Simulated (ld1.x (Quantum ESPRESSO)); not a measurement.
LDA (PZ) TM dataset for Nb, scalar-relativistic all-electron reference.

The input file (ld1.x (Quantum ESPRESSO) 7.5):

```
&input
   title='Nb', zed=41., rel=1, dft='PZ', iswitch=3,
   config='[Kr] 4d5 4f-2 5s0 5p0',
   nld=4, rlderiv=2.70, eminld=-6.0, emaxld=5.0, deld=0.02
 /
 &inputp
   pseudotype=2, tm=.true., lloc=-2, rcloc=2.40,
   nlcc=.false.,
   file_pseudopw='Nb.UPF', file_wfcaegen='ae.wfc', file_wfcncgen='nc.wfc', file_beta='beta', file_chi='chi'
 /
4
4S  1  0   2.00   0.00  1.90  1.90  0.0
4P  2  1   6.00   0.00  2.00  2.00  0.0
4D  3  2   5.00   0.00  2.25  2.25  0.0
4F  4  3  -2.00   0.05  2.50  2.50  0.0
 &test
   configts(1)='4s2 4p6 4d5 5s0 5p0'
 /
```

Command:

```bash
ld1.x < Nb.in > Nb.out
```

Output (shortened: banner, matrices, multipoles, cross overlaps and the repeated all-electron block are left out):

```
Program LD1 v.7.5
     --------------------------- All-electron run ----------------------------

     Nb
     scalar relativistic calculation

     atomic number is 41.00
     dft =PZ   lsd =0 sic =0 latt =0  beta=0.20 tr2=1.0E-14
     Exchange-correlation= PZ
                           (   1   1   0   0   0   0   0)
     mesh =1227 r(mesh) = 100.62774 a.u. xmin = -7.00 dx = 0.01250
     1 Ry =  13.60569312 eV, c = 137.03599908

     n l     nl                  e(Ry)          e(Ha)          e(eV)
     1 0     1S 1( 2.00)     -1380.3149      -690.1574    -18780.1409
     2 0     2S 1( 2.00)      -193.0001       -96.5001     -2625.9006
     2 1     2P 1( 6.00)      -172.4538       -86.2269     -2346.3537
     3 0     3S 1( 2.00)       -32.0460       -16.0230      -436.0082
     3 1     3P 1( 6.00)       -25.3302       -12.6651      -344.6343
     4 0     4S 1( 2.00)        -4.1673        -2.0836       -56.6987
     4 1     4P 1( 6.00)        -2.4208        -1.2104       -32.9364
     3 2     3D 1(10.00)       -14.3133        -7.1567      -194.7429
     4 2     4D 1( 5.00)        -0.1544        -0.0772        -2.1012
     5 0     5S 1( 0.00)        -0.2730        -0.1365        -3.7141
     5 1     5P 1( 0.00)        -0.0737        -0.0368        -1.0026

     final scf error:  7.7E-15 reached in  31 iterations

     Etot =   -7630.991945 Ry,   -3815.495972 Ha, -103824.934624 eV

     Ekin =    7854.746087 Ry,    3927.373043 Ha,  106869.264814 eV
     Encl =  -18397.905422 Ry,   -9198.952711 Ha, -250316.255277 eV
     Eh   =    3141.430006 Ry,    1570.715003 Ha,   42741.332623 eV
     Exc  =    -229.262615 Ry,    -114.631307 Ha,   -3119.276784 eV

     normalization and overlap integrals

     s(1S/1S) =  1.000000  <r> =   0.0361  <r2> =    0.0018  r(max) =   0.0235
     s(2S/2S) =  1.000000  <r> =   0.1582  <r2> =    0.0295  r(max) =   0.1335
     s(2P/2P) =  1.000000  <r> =   0.1378  <r2> =    0.0232  r(max) =   0.1066
     s(3S/3S) =  1.000000  <r> =   0.4441  <r2> =    0.2261  r(max) =   0.3961
     s(3P/3P) =  1.000000  <r> =   0.4465  <r2> =    0.2322  r(max) =   0.3912
     s(4S/4S) =  1.000000  <r> =   1.1601  <r2> =    1.5296  r(max) =   1.0242
     s(4P/4P) =  1.000000  <r> =   1.3090  <r2> =    1.9741  r(max) =   1.1179
     s(3D/3D) =  1.000000  <r> =   0.4333  <r2> =    0.2265  r(max) =   0.3325
     s(4D/4D) =  1.000000  <r> =   2.4155  <r2> =    7.6700  r(max) =   1.5472
     s(5S/5S) =  1.000000  <r> =   3.8248  <r2> =   16.8760  r(max) =   3.1156
     s(5P/5P) =  1.000000  <r> =   5.6928  <r2> =   38.3150  r(max) =   4.4213

     ------------------------ End of All-electron run ------------------------

     --------------------- Generating NC pseudopotential ---------------------

      Generating local potential from pseudized AE potential:
      Matching radius rcloc =   2.4000
      Enforcing V''(0)=0 (lloc=-2)

      Local pseudo, rcloc= 2.426 Estimated cut-off energy=     5.50 Ry

      Wfc   4S  rcut= 1.890  Using Troullier-Martins method

      Wfc   4P  rcut= 1.987  Using Troullier-Martins method

      Wfc   4D  rcut= 2.251  Using Troullier-Martins method

      Wfc   4F  rcut= 2.488  Using Troullier-Martins method

     ------------------- End of pseudopotential generation -------------------

     Computing logarithmic derivative in   2.69850
     Computing logarithmic derivative in   2.69850
     Computing the partial wave expansion
     R is outside the sphere for l=    0 j= 0.00
     R is outside the sphere for l=    1 j= 0.00
     R is outside the sphere for l=    2 j= 0.00
     R is outside the sphere for l=    3 j= 0.00

     ---------------------- Testing the pseudopotential ----------------------

     Nb
     scalar relativistic calculation

     atomic number is 41.00   valence charge is 13.00
     dft =PZ   lsd =0 sic =0 latt =0  beta=0.20 tr2=1.0E-14
     mesh =1227 r(mesh) = 100.62774 xmin = -7.00 dx = 0.01250

     n l     nl             e AE (Ry)        e PS (Ry)    De AE-PS (Ry)
     1 0     4S   1( 2.00)       -4.16728       -4.16728       -0.00000
     2 1     4P   1( 6.00)       -2.42078       -2.42078        0.00000
     3 2     4D   1( 5.00)       -0.15443       -0.15443       -0.00000
     2 0     5S   1( 0.00)       -0.27298       -0.25857       -0.01441  !
     3 1     5P   1( 0.00)       -0.07369       -0.06876       -0.00493

     eps = 1.5E-15  iter =  6

     Etot =   -7630.991945 Ry,   -3815.495972 Ha, -103824.934624 eV
     Etotps =  -113.861749 Ry,     -56.930874 Ha,   -1549.168014 eV

     Ekin =      36.380174 Ry,      18.190087 Ha,     494.977480 eV
     Encl =    -200.921790 Ry,    -100.460895 Ha,   -2733.680216 eV
     Ehrt =      94.331166 Ry,      47.165583 Ha,    1283.440898 eV
     Ecxc =     -13.217111 Ry,      -6.608556 Ha,    -179.827959 eV
     Epseu=     -30.434188 Ry,     -15.217094 Ha,    -414.078217 eV

     ---------------------- End of pseudopotential test ----------------------
```

Generation and configuration tests took about 1.8 s on one core of a shared server CPU.

Transferability test of the new file with ld1.x, input:

```
&input
   title='Nb', zed=41., rel=1, dft='PZ', iswitch=2,
   config='[Kr] 4d5 4f-2 5s0 5p0'
 /
 &test
   file_pseudo='Nb.UPF', nconf=10,
   configts(1)='4s2 4p6 4d5 5s0 5p0',
   configts(2)='4s2 4p6 4d4 5s1 5p0',
   configts(3)='4s2 4p6 4d4 5s0 5p0',
   configts(4)='4s2 4p6 4d3 5s0 5p0',
   configts(5)='4s2 4p6 4d4 5s0 5p1',
   configts(6)='4s2 4p5 4d4 5s1 5p0',
   configts(7)='4s2 4p6 4d4 5s0.5 5p0',
   configts(8)='4s2 4p6 4d1 5s0 5p0',
   configts(9)='4s2 4p6 4d5 5s0 5p0', lsdts(9)=1,
   configts(10)='4s2 4p6 4d4 5s1 5p0', lsdts(10)=1
 /
```

```bash
ld1.x < Nb.test.in > Nb.test.out
```

Pseudopotential blocks of its output, shortened (energy terms left out):

```
     ---------------------- Testing the pseudopotential ----------------------

     n l     nl             e AE (Ry)        e PS (Ry)    De AE-PS (Ry)
     1 0     4S   1( 2.00)       -4.16728       -4.16728       -0.00000
     2 1     4P   1( 6.00)       -2.42078       -2.42078        0.00000
     3 2     4D   1( 5.00)       -0.15443       -0.15443       -0.00000
     2 0     5S   1( 0.00)       -0.27298       -0.25857       -0.01441  !
     3 1     5P   1( 0.00)       -0.07369       -0.06876       -0.00493

     eps = 3.3E-15  iter =  4

     Etot =   -7630.991945 Ry,   -3815.495972 Ha, -103824.934624 eV
     Etotps =  -113.861749 Ry,     -56.930874 Ha,   -1549.168013 eV

     ---------------------- End of pseudopotential test ----------------------

          ---------------------- Testing the pseudopotential ----------------------

     n l     nl             e AE (Ry)        e PS (Ry)    De AE-PS (Ry)
     1 0     4S   1( 2.00)       -4.29682       -4.30345        0.00664  !
     2 1     4P   1( 6.00)       -2.54375       -2.55146        0.00771  !
     3 2     4D   1( 4.00)       -0.23598       -0.24280        0.00682  !
     2 0     5S   1( 1.00)       -0.30884       -0.29667       -0.01217  !
     3 1     5P   1( 0.00)       -0.08998       -0.08648       -0.00351

     eps = 9.5E-15  iter = 16

     Etot =   -7631.089184 Ry,   -3815.544592 Ha, -103826.257637 eV
     Etotps =  -113.942593 Ry,     -56.971296 Ha,   -1550.267950 eV
     dEtot_ae =      -0.097240 Ry
     dEtot_ps =      -0.080844 Ry,   Delta E=      -0.016396 Ry

     ---------------------- End of pseudopotential test ----------------------

          ---------------------- Testing the pseudopotential ----------------------

     n l     nl             e AE (Ry)        e PS (Ry)    De AE-PS (Ry)
     1 0     4S   1( 2.00)       -4.77450       -4.77599        0.00149
     2 1     4P   1( 6.00)       -3.02347       -3.02498        0.00151
     3 2     4D   1( 4.00)       -0.70195       -0.70271        0.00076
     2 0     5S   1( 0.00)       -0.71540       -0.69461       -0.02079  !
     3 1     5P   1( 0.00)       -0.43483       -0.42194       -0.01289  !

     eps = 7.9E-15  iter =  7

     Etot =   -7630.580857 Ry,   -3815.290429 Ha, -103819.341497 eV
     Etotps =  -113.450407 Ry,     -56.725204 Ha,   -1543.571426 eV
     dEtot_ae =       0.411087 Ry
     dEtot_ps =       0.411342 Ry,   Delta E=      -0.000254 Ry

     ---------------------- End of pseudopotential test ----------------------

          ---------------------- Testing the pseudopotential ----------------------

     n l     nl             e AE (Ry)        e PS (Ry)    De AE-PS (Ry)
     1 0     4S   1( 2.00)       -5.58687       -5.59101        0.00414
     2 1     4P   1( 6.00)       -3.82303       -3.82717        0.00414
     3 2     4D   1( 3.00)       -1.42034       -1.42236        0.00203
     2 0     5S   1( 0.00)       -1.26415       -1.23619       -0.02795  !
     3 1     5P   1( 0.00)       -0.90677       -0.88240       -0.02437  !

     eps = 1.2E-15  iter =  7

     Etot =   -7629.531570 Ry,   -3814.765785 Ha, -103805.065210 eV
     Etotps =  -112.399719 Ry,     -56.199860 Ha,   -1529.276085 eV
     dEtot_ae =       1.460375 Ry
     dEtot_ps =       1.462030 Ry,   Delta E=      -0.001655 Ry

     ---------------------- End of pseudopotential test ----------------------

          ---------------------- Testing the pseudopotential ----------------------

     n l     nl             e AE (Ry)        e PS (Ry)    De AE-PS (Ry)
     1 0     4S   1( 2.00)       -4.38811       -4.39790        0.00979  !
     2 1     4P   1( 6.00)       -2.63554       -2.64552        0.00998  !
     3 2     4D   1( 4.00)       -0.31920       -0.32751        0.00832  !
     2 0     5S   1( 0.00)       -0.36940       -0.35738       -0.01202  !
     3 1     5P   1( 1.00)       -0.13900       -0.13561       -0.00339

     eps = 1.0E-15  iter = 11

     Etot =   -7630.865136 Ry,   -3815.432568 Ha, -103823.209299 eV
     Etotps =  -113.727225 Ry,     -56.863612 Ha,   -1547.337719 eV
     dEtot_ae =       0.126809 Ry
     dEtot_ps =       0.134524 Ry,   Delta E=      -0.007715 Ry

     ---------------------- End of pseudopotential test ----------------------

          ---------------------- Testing the pseudopotential ----------------------

     n l     nl             e AE (Ry)        e PS (Ry)    De AE-PS (Ry)
     1 0     4S   1( 2.00)       -5.13417       -5.16190        0.02772  !
     2 1     4P   1( 5.00)       -3.35489       -3.37576        0.02087  !
     3 2     4D   1( 4.00)       -0.92783       -0.93779        0.00997  !
     2 0     5S   1( 1.00)       -0.81351       -0.79557       -0.01794  !
     3 1     5P   1( 0.00)       -0.50309       -0.48950       -0.01359  !

     eps = 5.9E-16  iter = 15

     Etot =   -7628.158922 Ry,   -3814.079461 Ha, -103786.389388 eV
     Etotps =  -110.996877 Ry,     -55.498438 Ha,   -1510.189443 eV
     dEtot_ae =       2.833023 Ry
     dEtot_ps =       2.864872 Ry,   Delta E=      -0.031850 Ry

     ---------------------- End of pseudopotential test ----------------------

          ---------------------- Testing the pseudopotential ----------------------

     n l     nl             e AE (Ry)        e PS (Ry)    De AE-PS (Ry)
     1 0     4S   1( 2.00)       -4.52399       -4.52821        0.00422
     2 1     4P   1( 6.00)       -2.77208       -2.77689        0.00481
     3 2     4D   1( 4.00)       -0.45915       -0.46315        0.00400
     2 0     5S   1( 0.50)       -0.50656       -0.49043       -0.01613  !
     3 1     5P   1( 0.00)       -0.25626       -0.24863       -0.00763  !

     eps = 6.2E-15  iter = 16

     Etot =   -7630.885974 Ry,   -3815.442987 Ha, -103823.492824 eV
     Etotps =  -113.746388 Ry,     -56.873194 Ha,   -1547.598443 eV
     dEtot_ae =       0.105970 Ry
     dEtot_ps =       0.115361 Ry,   Delta E=      -0.009391 Ry

     ---------------------- End of pseudopotential test ----------------------

          ---------------------- Testing the pseudopotential ----------------------

     n l     nl             e AE (Ry)        e PS (Ry)    De AE-PS (Ry)
     1 0     4S   1( 2.00)       -7.60773       -7.60965        0.00192
     2 1     4P   1( 6.00)       -5.79677       -5.79839        0.00162
     3 2     4D   1( 1.00)       -3.20380       -3.19887       -0.00494
     2 0     5S   1( 0.00)       -2.58224       -2.54059       -0.04166  !
     3 1     5P   1( 0.00)       -2.08529       -2.02272       -0.06257  !

     eps = 1.4E-16  iter =  7

     Etot =   -7624.972995 Ry,   -3812.486497 Ha, -103743.042639 eV
     Etotps =  -107.840221 Ry,     -53.920110 Ha,   -1467.240953 eV
     dEtot_ae =       6.018950 Ry
     dEtot_ps =       6.021528 Ry,   Delta E=      -0.002578 Ry

     ---------------------- End of pseudopotential test ----------------------

          ---------------------- Testing the pseudopotential ----------------------

     n l     nl             e AE (Ry)        e PS (Ry)    De AE-PS (Ry)
     1 0     4S   1( 1.00)       -4.18048       -4.17893       -0.00155
     2 1     4P   1( 3.00)       -2.44227       -2.44308        0.00081
     3 2     4D   1( 5.00)       -0.18882       -0.18867       -0.00015
     2 0     5S   1( 0.00)       -0.29866       -0.28183       -0.01682  !
     3 1     5P   1( 0.00)       -0.08397       -0.07754       -0.00643  !
     1 0     4S   2( 1.00)       -4.04233       -4.03069       -0.01164  !
     2 1     4P   2( 3.00)       -2.28720       -2.27408       -0.01312  !
     3 2     4D   2( 0.00)       -0.01995       -0.01443       -0.00551  !
     2 0     5S   2( 0.00)       -0.16648       -0.15464       -0.01185  !
     3 1     5P   2( 0.00)       -0.01821       -0.01599       -0.00223

     eps = 3.3E-15  iter = 23

     Etot =   -7631.192603 Ry,   -3815.596301 Ha, -103827.664718 eV
     Etotps =  -114.070492 Ry,     -57.035246 Ha,   -1552.008110 eV
     dEtot_ae =      -0.200658 Ry
     dEtot_ps =      -0.208743 Ry,   Delta E=       0.008085 Ry

     ---------------------- End of pseudopotential test ----------------------

          ---------------------- Testing the pseudopotential ----------------------

     n l     nl             e AE (Ry)        e PS (Ry)    De AE-PS (Ry)
     1 0     4S   1( 1.00)       -4.32084       -4.32826        0.00742  !
     2 1     4P   1( 3.00)       -2.57483       -2.58480        0.00998  !
     3 2     4D   1( 4.00)       -0.27911       -0.28669        0.00759  !
     2 0     5S   1( 1.00)       -0.34343       -0.32940       -0.01404  !
     3 1     5P   1( 0.00)       -0.10829       -0.10359       -0.00470
     1 0     4S   2( 1.00)       -4.19295       -4.18902       -0.00393
     2 1     4P   2( 3.00)       -2.43137       -2.42794       -0.00343
     3 2     4D   2( 0.00)       -0.10710       -0.10841        0.00132
     2 0     5S   2( 0.00)       -0.19523       -0.18508       -0.01015  !
     3 1     5P   2( 0.00)       -0.02423       -0.02301       -0.00123

     eps = 8.1E-15  iter = 17

     Etot =   -7631.280920 Ry,   -3815.640460 Ha, -103828.866330 eV
     Etotps =  -114.139941 Ry,     -57.069971 Ha,   -1552.953011 eV
     dEtot_ae =      -0.288975 Ry
     dEtot_ps =      -0.278192 Ry,   Delta E=      -0.010783 Ry

     ---------------------- End of pseudopotential test ----------------------
```
